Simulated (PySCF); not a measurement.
`[OH2]->[Y+3](<-[OH2])(<-[OH2])(<-[OH2])(<-[OH2])<-[OH2]` ([Y(H2O)6]3+) (charge +3 and singlet state). Method used: PySCF, PBE0-D3(BJ)/def2-SVP geometry optimisation, gas phase, def2 core potentials past Kr.

```
atom  x, y, z in Å
Y1     0.0026   -0.0006   -0.0004
O2     0.1462    0.1749    2.3053
H3     0.1239    0.9892    2.8442
H4     0.2496   -0.5420    2.9607
O5    -0.1452   -0.1716   -2.3061
H6    -0.2337    0.5508   -2.9576
H7    -0.1405   -0.9831   -2.8497
O8     2.3080    0.1454   -0.1750
H9     2.9603    0.2434    0.5454
H10    2.8510    0.1262   -0.9868
O11   -2.3034   -0.1475    0.1705
H12   -2.8437   -0.1365    0.9841
H13   -2.9573   -0.2438   -0.5487
O14   -0.1749    2.3050   -0.1433
H15   -0.9903    2.8426   -0.1333
H16    0.5424    2.9617   -0.2353
O17    0.1721   -2.3063    0.1475
H18   -0.5496   -2.9564    0.2512
H19    0.9824   -2.8514    0.1272
```

Task: What is the longest distance between nuclei?

Result: 6 pairs, among them H4···H6, H16···H18 and H9···H13, 6.038 Å down to 6.032 Å.

Task: Work out the bond lengths Y1–O5, Y1–O17, O2–H3, O11–H13, O17–H18 in Å.

Result: For Y1–O5 the difference vector is (-0.1478, -0.1710, -2.3057) Å, of length 2.3168 Å. Y1–O5 2.317; Y1–O17 2.317; O2–H3 0.977; O11–H13 0.977; O17–H18 0.977 Å.

Task: What is the repulsion energy of the bare nuclei, Σ ZA·ZB/RAB?

Result: 780.52 Eh over 171 pairs, with full nuclear charges and distances in bohr; the largest single term is 71.27 Eh (Y1 with O8, or a pair equal to it).

Task: How far apart are these pairs, which share no bond: O2···O17, H6···H7, H7···H9, H12···H15, H16···O17?

Result: O2···O17 3.288 Å (2 bonds apart); H6···H7 1.541 Å (2 bonds apart); H7···H9 4.759 Å (4 bonds apart); H12···H15 3.682 Å (4 bonds apart); H16···O17 5.295 Å (3 bonds apart).

Task: Where is the centre of mass (commonest isotopes), and what is the radius of gyration?

Result: Mass 196.969 u; centre at (0.001, 0.000, 0.000) Å; Rg = √(Σ m r²/M) = 1.782 Å. As Ia + Ib + Ic = 2 Σ m r², the three principal moments sum to 1250.4 u·Å².

Task: Give the dihedral angles O11–Y1–O5–H6, O11–Y1–O14–H16, O17–Y1–O5–H7, O2–Y1–O14–H15.

Result: O11–Y1–O5–H6 90°; O11–Y1–O14–H16 180° (antiperiplanar); O17–Y1–O5–H7 1° (synperiplanar); O2–Y1–O14–H15 -90°. Dihedral signs follow IUPAC: positive where, seen along the central bond, the front bond turns clockwise onto the rear one.

Task: What are the angles O2–Y1–O17, O5–Y1–O14, O8–Y1–O11, O5–Y1–O17, O14–Y1–O17, Y1–O17–H19?

Result: From the scalar product of the two bond vectors; for O2–Y1–O17 it is -0.0393 Å² over 2.3168 × 2.3166 Å², cos θ = -0.0073. O2–Y1–O17 90.4°; O5–Y1–O14 90.4°; O8–Y1–O11 179.9°; O5–Y1–O17 89.7°; O14–Y1–O17 179.8°; Y1–O17–H19 127.9°.

Task: Write the matrix of distances between heavy atoms (Å, lower triangle).

Result: 
```
Y1    0.000
O2    2.317  0.000
O5    2.317  4.634  0.000
O8    2.317  3.290  3.265  0.000
O11   2.317  3.265  3.285  4.634  0.000
O14   2.317  3.261  3.288  3.291  3.262  0.000
O17   2.317  3.288  3.268  3.268  3.285  4.633  0.000
```

The point group is Th within 0.08 Å; differences among equivalent distances and angles are scatter left by the optimiser. Stationary, but not proved a minimum. The ion is multiply charged and computed without counter-ions or solvent.
